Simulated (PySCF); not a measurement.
Gas-phase reaction: SnI4 + 2 H2 = SnH4 + 2 I2

Method: PySCF energies plus ideal-gas RRHO corrections (1 bar). † marks an energy on the PBE0/def2-TZVP geometry and frequencies. All species are closed-shell singlets. B3LYP is the form with VWN-RPA correlation. I, Sn: scalar-relativistic def2 core potential, no spin-orbit coupling.

r2SCAN/def2-TZVP† gives ΔH°(298 K) = 405 kJ.

Problem. What do B3LYP/def2-TZVP†, BLYP/def2-TZVP†, PBE0/def2-SVP† give?

Solution. B3LYP/def2-TZVP†: 361 kJ; BLYP/def2-TZVP†: 352 kJ; PBE0/def2-SVP†: 385 kJ. For scale, ΔH°(298 K) is 405 kJ at this level, 387 kJ at ωB97M-V/def2-TZVP†, and runs from 344 to 451 kJ over the 17 levels computed.
